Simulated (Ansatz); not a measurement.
Born–Oppenheimer molecular dynamics of a periodic cell of 17 atoms, W16O (host W, host structure bcc, interstitial O). It starts from a relaxed structure.

Method: DFT PBE, scalar-relativistic, plane waves, PAW in Ansatz. Settings: PAW set soft_1, cutoff 420 eV, k mesh 2x2x2, fermi-dirac smearing 0.1 eV, no spin polarisation.

```yaml
ensemble: NVT, Langevin thermostat
time_step: 1 fs
steps_asked: 210
set_temperature: 1200 K
friction: 0.05 /fs
seed: 958824
```

Frames 5 fs apart, positions in Å, forces in eV/Å.

Velocities at 40 fs (Å/ps):

```
W -1.10 -1.85 -3.34
W 0.72 -0.93 1.44
W -2.94 2.34 4.67
W -2.10 0.46 -1.36
W 0.98 1.63 2.15
W 1.67 0.46 2.66
W -3.45 -3.37 -2.53
W -0.66 -2.92 0.11
W 2.06 -1.26 4.23
W 3.62 0.38 1.27
W -0.73 2.48 -0.47
W 1.09 -1.43 -1.30
W 1.38 2.74 -0.34
W -0.30 0.49 -2.57
W 2.18 -3.34 0.21
W 1.46 -0.11 -1.16
O 2.44 -15.72 -8.71
```

```xyz
17
Lattice="6.3200 0.0000 0.0000 0.0000 6.3200 0.0000 0.0000 0.0000 6.3200" Properties=species:S:1:pos:R:3:forces:R:3 time_fs=40 energy_less_start_eV=2.033 T=1012
W 0.010 0.040 0.019 1.43 -0.08 0.05
W 3.241 0.004 -0.007 -1.81 0.46 0.21
W 0.033 3.354 0.015 -0.77 -3.90 0.26
W 0.020 -0.139 3.274 0.12 1.58 -1.64
W 1.449 1.523 1.619 1.96 0.26 -1.35
W 3.257 3.196 -0.045 -1.03 -1.01 1.00
W 2.958 -0.285 3.167 2.13 4.65 0.37
W 4.833 1.496 1.531 0.03 1.97 -0.77
W 0.130 3.108 3.126 -2.20 0.63 0.67
W 1.579 4.717 1.517 -0.90 0.55 -0.16
W 1.571 1.569 4.714 -0.15 -0.05 1.62
W 3.037 3.375 3.126 1.24 -1.09 0.26
W 4.717 4.816 1.557 0.98 -1.72 0.57
W 4.844 1.580 4.879 -0.59 1.05 -1.44
W 1.560 4.685 4.854 0.53 1.16 -0.86
W 4.821 4.812 4.777 -1.13 -1.80 -0.33
O 3.801 1.624 3.134 0.15 -2.65 1.53
17
Lattice="6.3200 0.0000 0.0000 0.0000 6.3200 0.0000 0.0000 0.0000 6.3200" Properties=species:S:1:pos:R:3:forces:R:3 time_fs=45 energy_less_start_eV=2.132 T=996
W 0.003 0.030 0.006 1.73 0.27 0.18
W 3.241 0.001 0.000 -1.87 0.58 -0.20
W 0.022 3.361 0.040 -0.53 -3.92 -0.14
W 0.007 -0.139 3.267 0.67 1.57 -1.57
W 1.455 1.531 1.627 1.68 0.10 -1.62
W 3.262 3.200 -0.030 -0.96 -1.15 0.70
W 2.946 -0.292 3.146 2.03 4.37 0.90
W 4.830 1.480 1.529 0.46 2.27 -1.26
W 0.142 3.102 3.138 -2.46 0.76 0.56
W 1.595 4.724 1.522 -1.40 0.28 -0.40
W 1.566 1.576 4.712 -0.02 -0.24 1.76
W 3.043 3.366 3.118 1.77 -1.91 0.49
W 4.724 4.831 1.558 0.96 -2.15 0.58
W 4.843 1.582 4.859 -0.69 1.03 -1.12
W 1.571 4.670 4.856 0.31 1.34 -0.81
W 4.828 4.817 4.764 -1.31 -2.04 -0.10
O 3.807 1.559 3.110 -0.36 -1.16 2.06
17
Lattice="6.3200 0.0000 0.0000 0.0000 6.3200 0.0000 0.0000 0.0000 6.3200" Properties=species:S:1:pos:R:3:forces:R:3 time_fs=50 energy_less_start_eV=2.360 T=1136
W -0.008 0.021 -0.008 2.06 0.47 0.24
W 3.242 0.004 0.003 -1.95 0.61 -0.48
W 0.005 3.369 0.060 -0.23 -3.97 -0.38
W -0.002 -0.141 3.260 1.14 1.47 -1.48
W 1.463 1.531 1.633 1.40 0.02 -1.93
W 3.268 3.203 -0.015 -0.92 -1.29 0.42
W 2.936 -0.288 3.126 1.88 3.97 1.42
W 4.837 1.465 1.526 0.51 2.52 -1.48
W 0.155 3.087 3.149 -2.78 1.10 0.36
W 1.611 4.728 1.519 -1.94 0.10 -0.54
W 1.555 1.591 4.707 0.16 -0.66 1.98
W 3.035 3.355 3.108 2.26 -2.33 0.67
W 4.719 4.843 1.566 1.08 -2.48 0.47
W 4.833 1.579 4.839 -0.55 1.05 -0.52
W 1.588 4.651 4.863 0.01 1.69 -0.89
W 4.830 4.815 4.748 -1.44 -2.14 0.14
O 3.828 1.517 3.106 -0.69 -0.16 2.00
17
Lattice="6.3200 0.0000 0.0000 0.0000 6.3200 0.0000 0.0000 0.0000 6.3200" Properties=species:S:1:pos:R:3:forces:R:3 time_fs=55 energy_less_start_eV=2.571 T=1449
W -0.025 0.011 -0.017 2.44 0.75 0.32
W 3.245 0.012 0.003 -1.97 0.58 -0.57
W -0.018 3.369 0.077 0.19 -3.86 -0.59
W -0.017 -0.141 3.258 1.75 1.31 -1.48
W 1.477 1.537 1.635 1.06 -0.20 -2.18
W 3.266 3.203 0.010 -0.76 -1.36 -0.01
W 2.925 -0.284 3.112 1.59 3.20 1.78
W 4.848 1.458 1.524 0.03 2.59 -1.09
W 0.166 3.071 3.158 -3.01 1.54 0.21
W 1.623 4.729 1.508 -2.38 0.08 -0.34
W 1.555 1.607 4.705 0.11 -1.06 2.19
W 3.020 3.335 3.098 2.72 -2.34 0.95
W 4.715 4.848 1.580 1.07 -2.64 0.32
W 4.828 1.581 4.809 -0.11 1.06 0.74
W 1.603 4.646 4.884 -0.28 1.71 -1.28
W 4.831 4.812 4.737 -1.61 -2.23 0.27
O 3.846 1.466 3.137 -0.82 0.86 0.75
17
Lattice="6.3200 0.0000 0.0000 0.0000 6.3200 0.0000 0.0000 0.0000 6.3200" Properties=species:S:1:pos:R:3:forces:R:3 time_fs=60 energy_less_start_eV=2.781 T=819
W -0.032 -0.004 -0.018 2.51 1.03 0.29
W 3.236 0.011 0.001 -1.71 0.54 -0.58
W -0.036 3.363 0.094 0.56 -3.77 -0.71
W -0.030 -0.141 3.260 2.32 1.17 -1.46
W 1.484 1.537 1.632 0.79 -0.24 -2.11
W 3.274 3.193 0.033 -0.77 -1.30 -0.36
W 2.917 -0.279 3.098 1.19 2.42 2.14
W 4.852 1.446 1.517 -0.32 2.56 -0.77
W 0.156 3.060 3.171 -2.66 1.79 0.06
W 1.636 4.725 1.498 -2.75 -0.02 0.03
W 1.567 1.620 4.713 -0.21 -1.34 2.10
W 3.018 3.318 3.095 2.79 -2.26 1.19
W 4.713 4.845 1.599 1.03 -2.68 0.11
W 4.822 1.579 4.782 0.60 1.06 2.27
W 1.609 4.639 4.907 -0.33 1.68 -1.80
W 4.834 4.804 4.737 -1.81 -2.20 0.31
O 3.873 1.422 3.166 -1.23 1.55 -0.70
17
Lattice="6.3200 0.0000 0.0000 0.0000 6.3200 0.0000 0.0000 0.0000 6.3200" Properties=species:S:1:pos:R:3:forces:R:3 time_fs=65 energy_less_start_eV=2.829 T=757
W -0.029 -0.014 -0.012 2.32 1.20 0.08
W 3.215 0.010 -0.001 -1.24 0.45 -0.60
W -0.042 3.368 0.104 0.57 -4.04 -0.75
W -0.029 -0.138 3.263 2.35 1.06 -1.40
W 1.496 1.540 1.629 0.45 -0.26 -2.00
W 3.285 3.185 0.050 -0.87 -1.21 -0.63
W 2.914 -0.278 3.094 1.21 2.45 2.21
W 4.848 1.438 1.504 -0.18 2.53 -0.72
W 0.151 3.055 3.187 -2.38 1.85 -0.18
W 1.632 4.717 1.486 -2.60 0.14 0.61
W 1.580 1.620 4.707 -0.45 -1.42 2.20
W 3.020 3.315 3.095 2.65 -2.08 1.25
W 4.713 4.842 1.616 0.98 -2.59 -0.17
W 4.818 1.585 4.772 0.78 0.82 2.68
W 1.610 4.625 4.925 -0.29 1.83 -2.22
W 4.834 4.789 4.733 -1.83 -1.83 0.43
O 3.885 1.433 3.157 -1.46 1.12 -0.80
17
Lattice="6.3200 0.0000 0.0000 0.0000 6.3200 0.0000 0.0000 0.0000 6.3200" Properties=species:S:1:pos:R:3:forces:R:3 time_fs=70 energy_less_start_eV=2.829 T=1136
W -0.028 -0.021 -0.014 2.11 1.37 -0.02
W 3.189 0.018 0.002 -0.65 0.25 -0.66
W -0.052 3.376 0.106 0.71 -4.32 -0.73
W -0.024 -0.127 3.260 2.22 0.79 -1.25
W 1.509 1.543 1.627 0.12 -0.16 -1.95
W 3.286 3.177 0.076 -0.85 -1.12 -1.04
W 2.915 -0.272 3.093 1.31 2.36 2.17
W 4.849 1.435 1.491 0.01 2.43 -0.77
W 0.154 3.053 3.198 -2.20 1.95 -0.38
W 1.631 4.722 1.467 -2.42 0.08 1.40
W 1.591 1.618 4.694 -0.63 -1.41 2.41
W 3.030 3.315 3.103 2.39 -1.76 1.19
W 4.724 4.834 1.631 0.74 -2.29 -0.32
W 4.817 1.588 4.770 0.65 0.67 2.62
W 1.615 4.622 4.943 -0.29 1.79 -2.68
W 4.826 4.774 4.736 -1.73 -1.38 0.40
O 3.897 1.450 3.137 -1.47 0.74 -0.39
17
Lattice="6.3200 0.0000 0.0000 0.0000 6.3200 0.0000 0.0000 0.0000 6.3200" Properties=species:S:1:pos:R:3:forces:R:3 time_fs=75 energy_less_start_eV=2.751 T=1397
W -0.027 -0.023 -0.019 1.95 1.42 -0.08
W 3.172 0.019 0.003 -0.19 0.17 -0.59
W -0.068 3.379 0.113 0.98 -4.38 -0.83
W -0.010 -0.118 3.267 1.99 0.64 -1.17
W 1.516 1.549 1.631 0.00 -0.10 -1.89
W 3.274 3.162 0.103 -0.71 -0.86 -1.32
W 2.928 -0.273 3.096 1.08 2.02 2.04
W 4.863 1.430 1.473 -0.26 2.34 -0.24
W 0.146 3.055 3.204 -1.78 1.96 -0.34
W 1.614 4.739 1.452 -1.83 -0.27 2.29
W 1.613 1.625 4.687 -1.04 -1.39 2.51
W 3.056 3.304 3.119 1.80 -1.21 0.98
W 4.742 4.826 1.653 0.31 -2.06 -0.61
W 4.815 1.587 4.772 0.61 0.59 2.48
W 1.618 4.629 4.966 -0.29 1.46 -3.21
W 4.815 4.755 4.737 -1.57 -0.93 0.47
O 3.893 1.447 3.128 -1.06 0.59 -0.49
17
Lattice="6.3200 0.0000 0.0000 0.0000 6.3200 0.0000 0.0000 0.0000 6.3200" Properties=species:S:1:pos:R:3:forces:R:3 time_fs=80 energy_less_start_eV=2.874 T=1043
W -0.030 -0.021 -0.012 1.99 1.30 -0.45
W 3.160 0.017 0.005 0.15 0.14 -0.56
W -0.078 3.387 0.124 1.09 -4.57 -1.06
W 0.007 -0.101 3.268 1.73 0.34 -0.99
W 1.517 1.553 1.640 -0.03 -0.05 -1.87
W 3.260 3.147 0.132 -0.46 -0.67 -1.65
W 2.939 -0.278 3.100 0.98 1.86 1.93
W 4.868 1.416 1.458 -0.64 2.46 0.35
W 0.130 3.056 3.200 -1.26 2.02 -0.13
W 1.601 4.752 1.436 -1.32 -0.45 3.16
W 1.630 1.632 4.687 -1.40 -1.34 2.50
W 3.080 3.286 3.131 1.23 -0.53 0.88
W 4.751 4.817 1.670 0.04 -1.83 -0.75
W 4.816 1.592 4.772 0.79 0.53 2.78
W 1.633 4.632 4.985 -0.50 1.23 -3.64
W 4.818 4.740 4.738 -1.53 -0.54 0.50
O 3.896 1.449 3.135 -0.87 0.10 -1.00
17
Lattice="6.3200 0.0000 0.0000 0.0000 6.3200 0.0000 0.0000 0.0000 6.3200" Properties=species:S:1:pos:R:3:forces:R:3 time_fs=85 energy_less_start_eV=2.956 T=1223
W -0.032 -0.006 -0.003 2.12 0.75 -0.85
W 3.148 0.020 0.006 0.53 0.02 -0.62
W -0.080 3.389 0.140 1.15 -4.69 -1.42
W 0.018 -0.080 3.275 1.47 -0.08 -0.90
W 1.521 1.546 1.643 -0.22 0.26 -1.71
W 3.244 3.137 0.156 -0.19 -0.58 -1.98
W 2.945 -0.269 3.100 0.91 1.26 1.86
W 4.872 1.399 1.442 -0.91 2.68 0.88
W 0.102 3.062 3.199 -0.50 1.88 0.04
W 1.594 4.763 1.420 -1.04 -0.59 3.88
W 1.641 1.631 4.687 -1.67 -1.10 2.45
W 3.102 3.276 3.137 0.72 -0.04 0.90
W 4.763 4.796 1.683 -0.25 -1.28 -0.78
W 4.819 1.587 4.776 0.52 0.55 2.40
W 1.648 4.635 4.995 -0.79 1.00 -3.86
W 4.822 4.718 4.747 -1.54 0.01 0.44
O 3.880 1.449 3.124 -0.32 -0.07 -0.72
17
Lattice="6.3200 0.0000 0.0000 0.0000 6.3200 0.0000 0.0000 0.0000 6.3200" Properties=species:S:1:pos:R:3:forces:R:3 time_fs=90 energy_less_start_eV=3.003 T=994
W -0.026 0.001 0.000 1.94 0.48 -1.06
W 3.144 0.017 0.010 0.78 -0.03 -0.66
W -0.078 3.378 0.151 1.15 -4.54 -1.63
W 0.035 -0.066 3.285 1.11 -0.34 -0.88
W 1.522 1.538 1.638 -0.31 0.61 -1.48
W 3.227 3.127 0.176 0.04 -0.44 -2.16
W 2.947 -0.259 3.109 0.57 0.14 1.66
W 4.870 1.384 1.437 -1.06 2.79 1.34
W 0.083 3.070 3.200 -0.01 1.68 0.13
W 1.581 4.786 1.412 -0.70 -1.04 4.20
W 1.658 1.626 4.685 -1.94 -0.84 2.46
W 3.123 3.278 3.141 0.49 -0.19 0.83
W 4.774 4.779 1.697 -0.46 -0.84 -0.88
W 4.824 1.585 4.779 0.47 0.50 2.22
W 1.660 4.637 4.996 -1.02 0.77 -3.82
W 4.820 4.698 4.753 -1.39 0.43 0.50
O 3.851 1.421 3.133 0.34 0.87 -0.76
17
Lattice="6.3200 0.0000 0.0000 0.0000 6.3200 0.0000 0.0000 0.0000 6.3200" Properties=species:S:1:pos:R:3:forces:R:3 time_fs=95 energy_less_start_eV=2.905 T=1201
W -0.014 -0.001 0.003 1.65 0.32 -1.25
W 3.146 0.012 0.016 0.86 -0.17 -0.80
W -0.076 3.350 0.150 1.23 -4.04 -1.61
W 0.054 -0.045 3.287 0.75 -0.65 -0.78
W 1.520 1.530 1.625 -0.29 0.91 -1.14
W 3.207 3.120 0.193 0.26 -0.24 -2.35
W 2.953 -0.247 3.114 0.13 -0.97 1.58
W 4.862 1.368 1.435 -0.82 2.86 1.15
W 0.064 3.075 3.200 0.41 1.54 0.19
W 1.570 4.799 1.419 -0.53 -1.49 4.06
W 1.678 1.625 4.688 -2.18 -0.68 2.38
W 3.138 3.285 3.146 0.39 -0.70 0.77
W 4.784 4.760 1.706 -0.56 -0.51 -0.99
W 4.829 1.591 4.787 0.17 0.28 1.76
W 1.663 4.638 4.986 -1.13 0.66 -3.49
W 4.816 4.689 4.758 -1.18 0.67 0.57
O 3.845 1.391 3.116 0.84 2.20 -0.05
```

Of the whole run (210 fs, mean temperature of the second half 1281 K): A run of 0.21 ps of so small a system gives no equilibrium averages. Limits of this set-up: coarse k mesh, a small cell, in which the defect meets its images.

Run time: 27 min on 2 threads of Arm Neoverse V1, on a shared host, peak memory 0.92 GiB.
